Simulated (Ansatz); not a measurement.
`[OH][SnH]([F])[O][SiH3]` → H–F + `[OH][Sn][O][SiH3]`  (stannylene formation by 1,1-elimination)

Isolated molecules relaxed with PBE0-D4/def2-TZVP in Ansatz; ΔE leaves out vibrations. CCSD(T)/CBS is the MP2 limit (def2-TZVPP, def2-QZVPP) plus CCSD(T) − MP2 in def2-TZVPP, frozen cores. This one scheme is used for every species. DFT in def2-TZVPP. def2 core potentials past Kr. For Sn outer-core shells are correlated without core-valence functions, which leaves a few kJ/mol of doubt a bond. One conformer a species, not always the lowest.

| level | ΔE (kJ/mol) |
| --- | --- |
| CAM-B3LYP | 9.7 |
| CCSD/def2-SVP | 22.0 |
| HF/def2-TZVPP | 27.7 |
| SCS-MP2/def2-TZVPP | 6.1 |

Q: What does CCSD(T)/CBS give? (An estimate is asked.)

A: The calculation gave: +12.5 kJ/mol. The listed levels differ from it by -2.8, 9.5, 15.2, -6.4 kJ/mol.

Q: What do rigid-rotor, harmonic-oscillator terms from PBE0-D4/def2-TZVP frequencies (298.15 K, 1 bar) make of the CCSD(T)/CBS value? (An estimate is asked.)

A: The calculation gave: ΔZPE = +0.4 kJ/mol, ΔH = +15.9 kJ/mol, ΔS = 124 J/(mol·K), ΔG = -21.0 kJ/mol. Modes under 50 cm⁻¹ make the entropy rough.

Largest T1 diagnostic among the species: 0.016.

The D4 term adds +3.7 kJ/mol with B3LYP and +2.2 kJ/mol with PBE0; it sums over pairs of atoms, weighted by their polarisabilities, and B3LYP, whose exchange is more repulsive, gets the larger term. Leaving LDA and LC-ωPBE aside and taking each functional with its dispersion term where it has one, the values, not all of them listed here, spread over 51.7 kJ/mol, from BLYP-D4 to B97M-V. LDA lies +20.2 kJ/mol from PBE without D4. From BLYP to BHLYP (50 % exact exchange), in def2-TZVPP and without D4, ΔE moves by +35.7 kJ/mol.

CCSD(T)/CBS has its own doubt, a few kJ/mol and more with outer-core shells, so smaller differences from it don't rank the levels.

B3LYP here is the variant with VWN-RPA as its local correlation; programs differ in this.
